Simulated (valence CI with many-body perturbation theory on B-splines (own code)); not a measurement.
**Tb⁵¹⁺: electric-dipole lines**

Computed by valence CI with perturbative core correlation (CI+MBPT): four valence electrons over a frozen Dirac-Fock core [Ne], a basis of 11 s, 11 p, 10 d, 8 f, 5 g, 2 h functions for each j, with the one-electron correlation potential Σ1 (screened to all orders), the two-electron term Σ2, the three-electron term Σ3, Breit, model QED; selected single and double excitations, second order for the rest, scaled by the run's own slope (own B-spline code, finite nucleus).

No measured spectrum was set against this ion. As an estimate, large intervals hold to a few tenths of a per cent, small ones and those within an open d or f shell to about a per cent. Among the levels kept, up to 590 cm⁻¹ of a level comes from second order outside the variational space, and about a tenth of that is noise between levels of different J, which matters for small intervals.

Lines 1 to 50 of 550 in falling wavelength, among levels below 83.445 Ry, chosen from the strongest by gf and those to the six lowest levels. Wavelengths and rates use the calculated energies. Electric multipoles are in the length gauge, E1 and E2 with the static RPA response of the core. Weak lines are less certain than strong ones. Lines between different terms over intervals too small for the method are left out, as are lines whose strength nearly cancels. The highest levels of a list are the least certain.

Levels are named by their leading jj configuration (3d3/2^4 stands for four electrons in 3d with j = 3/2), which in mixed levels can hold well under half, so a name can repeat and another be missing. Letters in brackets count levels of one name in rising energy.

```csv
λ vac (Å),Upper,Lower,A (s⁻¹),S (a.u.)
333.3,(3s^2 3p3/2^2) J=2,(3s 3p1/2^2 3p3/2) J=1,5.89e+06,5.38e-04
201.1,(3s^2 3p3/2^2) J=2,(3s 3p1/2^2 3p3/2) J=2,1.09e+07,2.19e-04
111.6,(3s 3p1/2 3p3/2 3d3/2) J=4,(3s^2 3p3/2 3d3/2) J=3,6.01e+09,3.71e-02
109.1,(3p1/2 3p3/2^2 3d3/2) J=4,(3s 3p3/2^2 3d3/2) J=3 [b],5.62e+09,3.24e-02
108.6,(3s 3p1/2 3d3/2 3d5/2) J=5,(3s^2 3d3/2 3d5/2) J=4,1.02e+10,7.07e-02
102.1,(3p1/2 3p3/2^2 3d5/2) J=5,(3s 3p3/2^2 3d5/2) J=4 [b],9.97e+09,5.76e-02
97.15,(3s 3p1/2 3d3/2 3d5/2) J=3 [c],(3s^2 3d3/2 3d5/2) J=2,8.37e+09,2.65e-02
96.29,(3s 3p1/2^2 3p3/2) J=2,(3s^2 3p1/2 3p3/2) J=2,7.66e+09,1.69e-02
95.13,(3s 3p1/2 3p3/2 3d5/2) J=5,(3s^2 3p3/2 3d5/2) J=4,1.45e+10,6.76e-02
95.08,(3s 3p1/2 3d5/2^2) J=5,(3s^2 3d5/2^2) J=4,1.88e+10,8.77e-02
94.89,(3p1/2^2 3d3/2^2) J=2,(3s 3p1/2 3d3/2^2) J=1 [a],1.23e+10,2.59e-02
93.59,(3p1/2^2 3d3/2 3d5/2) J=4,(3s 3p1/2 3d3/2 3d5/2) J=3 [d],2.02e+10,7.36e-02
93.38,(3s 3p1/2 3d5/2^2) J=3 [a],(3s^2 3d5/2^2) J=2 [a],9.17e+09,2.58e-02
93.35,(3s 3p1/2 3d3/2 3d5/2) J=4 [c],(3s^2 3d3/2 3d5/2) J=4,8.95e+09,3.24e-02
93.35,(3s 3p1/2 3p3/2 3d5/2) J=4 [c],(3s^2 3p3/2 3d5/2) J=3,7.85e+09,2.84e-02
93.30,(3s 3p1/2 3p3/2^2) J=3,(3s^2 3p3/2^2) J=2,9.31e+09,2.61e-02
91.47,(3s 3p1/2^2 3d5/2) J=3,(3s^2 3p1/2 3d5/2) J=3,1.10e+10,2.91e-02
91.12,(3p1/2^2 3p3/2 3d5/2) J=4,(3s 3p1/2 3p3/2 3d5/2) J=3 [c],1.38e+10,4.65e-02
90.84,(3s 3p1/2^2 3d5/2) J=3,(3s^2 3p1/2 3d5/2) J=2,1.76e+10,4.55e-02
90.62,(3s 3p1/2^2 3p3/2) J=2,(3s^2 3p1/2 3p3/2) J=1,9.76e+09,1.79e-02
90.44,(3p1/2 3p3/2^2 3d5/2) J=3 [b],(3s 3p3/2^2 3d5/2) J=2 [b],1.03e+10,2.63e-02
90.41,(3s 3p1/2 3p3/2 3d3/2) J=3 [c],(3s^2 3p3/2 3d3/2) J=3,1.01e+10,2.59e-02
88.71,(3p1/2 3p3/2^2 3d5/2) J=4 [b],(3s 3p3/2^2 3d5/2) J=3 [a],1.15e+10,3.57e-02
88.53,(3s 3p1/2^2 3d3/2) J=1,(3s^2 3p1/2 3d3/2) J=2,2.19e+10,2.25e-02
87.86,(3p1/2^2 3p3/2 3d3/2) J=3,(3s 3p1/2 3p3/2 3d3/2) J=3 [c],1.46e+10,3.41e-02
86.77,(3s 3p1/2 3d5/2^2) J=4 [b],(3s^2 3d5/2^2) J=4,1.59e+10,4.62e-02
86.52,(3p1/2 3p3/2^2 3d5/2) J=2 [a],(3s 3p3/2^2 3d5/2) J=3 [b],1.48e+10,2.37e-02
86.33,(3p1/2 3p3/2^2 3d3/2) J=4,(3s 3p3/2^2 3d3/2) J=4,1.22e+10,3.48e-02
86.25,(3p1/2^2 3d3/2 3d5/2) J=2,(3s 3p1/2 3d3/2 3d5/2) J=3 [c],2.25e+10,3.57e-02
85.83,(3p1/2^2 3d3/2 3d5/2) J=4,(3s 3p1/2 3d3/2 3d5/2) J=4 [c],1.83e+10,5.14e-02
85.64,(3s 3p1/2 3d3/2 3d5/2) J=3 [d],(3s^2 3d3/2 3d5/2) J=4,1.63e+10,3.55e-02
84.97,(3s 3p1/2^2 3d3/2) J=2,(3s^2 3p1/2 3d3/2) J=2,1.65e+10,2.50e-02
84.81,(3p1/2^2 3d3/2^2) J=0,(3s 3p1/2 3d3/2^2) J=1 [b],8.50e+10,2.56e-02
84.74,(3s 3p1/2 3d5/2^2) J=3 [b],(3s^2 3d5/2^2) J=4,1.85e+10,3.89e-02
84.39,(3s 3p1/2 3p3/2 3d5/2) J=3 [d],(3s^2 3p3/2 3d5/2) J=3,1.48e+10,3.06e-02
84.14,(3s 3p1/2^2 3d5/2) J=2,(3s^2 3p1/2 3d5/2) J=3,2.46e+10,3.61e-02
83.89,(3p1/2^2 3d3/2 3d5/2) J=3,(3s 3p1/2 3d3/2 3d5/2) J=3 [b],3.07e+10,6.26e-02
83.81,(3p1/2 3p3/2^2 3d3/2) J=3 [a],(3s 3p3/2^2 3d3/2) J=3 [a],1.51e+10,3.07e-02
83.04,(3p1/2^2 3p3/2 3d5/2) J=2,(3s 3p1/2 3p3/2 3d5/2) J=2 [b],2.53e+10,3.58e-02
80.93,(3s 3p1/2^2 3p3/2) J=1,(3s^2 3p1/2 3p3/2) J=2,2.94e+10,2.30e-02
80.88,(3p1/2^2 3p3/2 3d5/2) J=2,(3s 3p1/2 3p3/2 3d5/2) J=3 [b],1.83e+10,2.39e-02
80.84,(3p1/2^2 3d3/2 3d5/2) J=2,(3s 3p1/2 3d3/2 3d5/2) J=2 [b],2.65e+10,3.45e-02
79.44,(3p1/2^2 3d3/2^2) J=2,(3s 3p1/2 3d3/2^2) J=3,4.49e+10,5.55e-02
79.19,(3p1/2 3p3/2^3) J=1,(3s 3p3/2^3) J=2,3.11e+10,2.29e-02
78.46,(3p1/2 3p3/2^2 3d5/2) J=3 [a],(3s 3p3/2^2 3d5/2) J=4 [a],3.18e+10,5.31e-02
77.65,(3p1/2^2 3p3/2 3d5/2) J=3,(3s 3p1/2 3p3/2 3d5/2) J=4 [b],1.99e+10,3.22e-02
77.43,(3s 3p1/2 3p3/2 3d5/2) J=3 [c],(3s^2 3p3/2 3d5/2) J=4,2.11e+10,3.38e-02
77.20,(3p1/2^2 3d3/2 3d5/2) J=4,(3s 3p1/2 3d3/2 3d5/2) J=4 [b],1.60e+10,3.28e-02
76.88,(3s 3p1/2^2 3p3/2) J=1,(3s^2 3p1/2 3p3/2) J=1,9.10e+09,6.12e-03
76.59,(3s 3p1/2 3p3/2 3d3/2) J=2 [e],(3s^2 3p3/2 3d3/2) J=3,2.24e+10,2.48e-02
```
